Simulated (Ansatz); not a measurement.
Gas-phase electronic energies from Ansatz, PBE0-D4/def2-TZVP geometries. CCSD(T)/CBS is the MP2 limit (def2-TZVPP, def2-QZVPP) plus CCSD(T) − MP2 in def2-TZVPP, frozen cores. DFT in def2-TZVPP. B3LYP here is the variant with VWN-RPA as its local correlation; programs differ in this. HSE06 is defined as in plane-wave codes. For Mg outer-core shells are correlated without core-valence functions, which leaves a few kJ/mol of doubt a bond. Each species was taken in one conformer, which may not be the lowest.

`NC(F)([SiH3])S` + `[OH][Mg][F]` → `[F][Mg][O][SiH3]` + `NC(F)S`  (ligand exchange at the Si–C bond)

```
             level  ΔE (kJ/mol)  difference from CCSD(T)/CBS
       LDA (SPW92)       -114.6                         19.1
            PBE-D4       -116.7                         17.0
           BLYP-D4       -122.4                         11.3
         r2SCAN-D4       -131.6                          2.1
            B97M-V       -141.0                         -7.3
           PBE0-D4       -126.4                          7.3
          B3LYP-D4       -130.8                          2.9
        r2SCANh-D4       -133.6                          0.1
        r2SCAN0-D4       -136.5                         -2.8
          HSE06-D4       -126.7                          7.0
      CAM-B3LYP-D4       -135.1                         -1.4
           ωB97X-V       -131.0                          2.7
           ωB97M-V       -128.9                          4.8
            B2PLYP       -139.2                         -5.5
          PBE-QIDH       -136.7                         -3.0
               PBE       -122.4                         11.3
              BLYP       -134.4                         -0.7
            r2SCAN       -133.1                          0.6
              PBE0       -131.4                          2.3
             B3LYP       -140.1                         -6.4
           r2SCANh       -135.2                         -1.5
           r2SCAN0       -138.2                         -4.5
             HSE06       -131.4                          2.3
             BHLYP       -149.9                        -16.2
         CAM-B3LYP       -140.3                         -6.6
           LC-ωPBE       -131.5                          2.2
       HF/def2-SVP       -156.2                        -22.5
      MP2/def2-SVP       -126.9                          6.8
     CCSD/def2-SVP       -130.0                          3.7
  CCSD(T)/def2-SVP       -125.8                          7.9
     HF/def2-TZVPP       -167.2                        -33.5
    MP2/def2-TZVPP       -135.1                         -1.4
   CCSD/def2-TZVPP       -140.6                         -6.9
CCSD(T)/def2-TZVPP       -135.7                         -2.0
     HF/def2-QZVPP       -170.1                        -36.4
    MP2/def2-QZVPP       -134.9                         -1.2
SCS-MP2/def2-QZVPP       -140.9                         -7.2
      HF/CBS(def2)       -170.5                        -36.8
     MP2/CBS(def2)       -133.1                          0.6
    CCSD/CBS(def2)       -138.6                         -4.9
       CCSD(T)/CBS       -133.7                            0
```

Largest T1 diagnostic among the species: 0.013.

Leaving LDA and LC-ωPBE aside and taking each functional with its dispersion term where it has one, the values, not all of them listed here, spread over 28.1 kJ/mol, from BHLYP-D4 to revPBE-D4. LDA lies +7.8 kJ/mol from PBE without D4. At CCSD(T), def2-SVP lies +7.9 kJ/mol from the extrapolated value and def2-TZVPP −2.0 kJ/mol. From BLYP to BHLYP (50 % exact exchange), in def2-TZVPP and without D4, ΔE moves by −15.5 kJ/mol.
